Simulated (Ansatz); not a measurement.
C₃H₁₂BNSi, singlet, at a GFN2-xTB geometry; HF/pcseg-1 in Ansatz (a program for electronic structure).

Here is a job for Ansatz.
Ansatz 0.2 input:
```yaml
crystal:
  periodic: [false, false, false]
  atoms:
    - {symbol: Si, position_ang: [1.26332829, -0.33702443, 0.62825104]}
    - {symbol: C, position_ang: [2.88382500, -0.12368266, -0.33349786]}
    - {symbol: N, position_ang: [-0.00657932, 0.18525257, -0.44253910]}
    - {symbol: B, position_ang: [-1.39747466, 0.21585379, -0.25228926]}
    - {symbol: C, position_ang: [-1.99640592, -0.29305014, 1.12393661]}
    - {symbol: C, position_ang: [-2.34899271, 0.74619915, -1.40702558]}
    - {symbol: H, position_ang: [1.06470038, -1.74721105, 0.99011798]}
    - {symbol: H, position_ang: [1.27541906, 0.49917318, 1.83715723]}
    - {symbol: H, position_ang: [3.72726430, -0.43192728, 0.27512721]}
    - {symbol: H, position_ang: [2.89930620, -0.72411830, -1.23879447]}
    - {symbol: H, position_ang: [3.05081540, 0.91082542, -0.62033008]}
    - {symbol: H, position_ang: [0.31669058, 0.51493642, -1.34188542]}
    - {symbol: H, position_ang: [-1.81225244, -1.35889229, 1.24685874]}
    - {symbol: H, position_ang: [-1.51564203, 0.19658079, 1.96809746]}
    - {symbol: H, position_ang: [-3.06816912, -0.13504983, 1.21312237]}
    - {symbol: H, position_ang: [-2.90751446, 1.61986516, -1.07393707]}
    - {symbol: H, position_ang: [-3.09242376, -0.00315584, -1.67420252]}
    - {symbol: H, position_ang: [-1.82192008, 1.02448074, -2.31810493]}
basis:
  gaussian:
    orbitals: pcseg-1.json
hamiltonian:
  xc: hf
```
The basis file holds pcseg-1 in the JSON format of the Basis Set Exchange.

**Question.** Write the output that Ansatz gives for this input, abridged.

**Answer.** 
```
Functional definition: HF
2010 factors; their error is unknown
mean field evaluation 1: about -13291.3608 eV, gradient 4.7e1 eV
mean field evaluation 2: about -13296.1091 eV, gradient 2.0e1 eV
mean field evaluation 4: about -13297.1028 eV, gradient 1.4e0 eV
mean field evaluation 8: about -13297.6579 eV, gradient 4.3e-1 eV
mean field -13297.65807384 eV, -488.6799207373 hartree, gradient 2.1e-5 eV, S^2 0.000000; 0 other end points of the search recorded, 0 dependent functions left out
reference -13297.65807384 eV, -488.6799207373 hartree; 28, 28 occupied and 120, 120 virtual orbitals, 2010 factors
Total energy: -13297.65807384 eV, -488.6799207373 hartree
```
